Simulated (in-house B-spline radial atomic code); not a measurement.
The numbers below are computed, except where a source is named.
Stopping and range of 80 keV Si in Ge

The pair potential comes from two frozen, spherical free-atom densities (PBE, B-spline radial code, scalar-relativistic past argon): electrostatics plus the change in Thomas-Fermi kinetic and Dirac exchange energy where they overlap, the recipe behind the universal ZBL potential, which averages such potentials (from solid-state densities) over many pairs. It is written V = (Z1 Z2 e²/r) φ(r/a), with e² = 14.3996 eV·Å and a = 0.46850 Å/(Z1^0.23 + Z2^0.23); ZBL's fit is φ = 0.18175 e^(−3.1998x) + 0.50986 e^(−0.94229x) + 0.28022 e^(−0.4029x) + 0.02817 e^(−0.20162x). Where φ falls below 4e-4 it is continued as an exponential.

The target is taken as amorphous, with density 5.3234 g/cm³ (NSM archive of the Ioffe Institute); channelling is ignored. Masses: Si 28.09, Ge 72.63 u. Nuclear stopping is S_n = 4π a Z1 Z2 e² M1/(M1 + M2) × s_n(ε), with s_n integrated over impact parameters for each pair. Electronic stopping is Lindhard and Scharff's S_e = Z1^(1/6) 8π e² a0 Z1 Z2/(Z1^(2/3) + Z2^(2/3))^(3/2) × v/v0, with a0 = 0.529177 Å and v = v0 at 24.801 keV/u; it misses the oscillations with Z1 seen in experiment, which reach tens of per cent. Compounds add by atom fraction.

```json
{"target atom": "Ge", "a (Å)": "0.11556", "ε at this energy": "1.033", "s_n, this pair": "0.3261", "s_n, ZBL potential": "0.3097"}
```

Question: What are the atom density and the stopping powers at entry?

Answer: N = 5.3234 × 0.602214/72.63 = 0.04414 atoms/Å³. For Ge: S_n = 2613 × 0.3261 = 852 eV·Å², S_e = 2.5198 × √80000 = 712.7 eV·Å². Averaged over the target's atoms and times N × 10 Å/nm, the ion loses N S_n = 376 eV/nm to recoils and N S_e = 315 eV/nm to electrons; the nuclear share is 54 %.

Along the track:

| E (keV) | N S_n (eV/nm) | N S_e (eV/nm) |
| --- | --- | --- |
| 4 | 332 | 70.3 |
| 12 | 409 | 122 |
| 24 | 427 | 172 |
| 40 | 418 | 222 |
| 60 | 397 | 272 |
| 80 | 376 | 315 |

Question: Estimate the path length and the projected range.

Answer: With continuous slowing down the path is the integral of dE/(N (S_n + S_e)). Trapezoids over the table give 125 nm, and the stretch below the first row, with stopping taken as √E, adds 2E/(N S) = 20 nm: 144 nm in all, against 140 nm on a fine grid from 5 eV. Deflections shorten the depth: to first order in the energy passed on, N (S_n + S_e) dR_p/dE = 1 − N S_n (M2/M1) R_p/(2E), summed over the target's atoms, and integrating this on the fine grid gives R_p = 68.6 nm, 0.49 of the path. Lindhard's rule of thumb R/(1 + M2/3M1), with mean M2/M1 = 2.59, gives 75 nm; it is meant for M2/M1 below about 2. On the ZBL potential the same equation gives 71.6 nm, and the full integral equation, which keeps hard collisions, 76.7 nm.
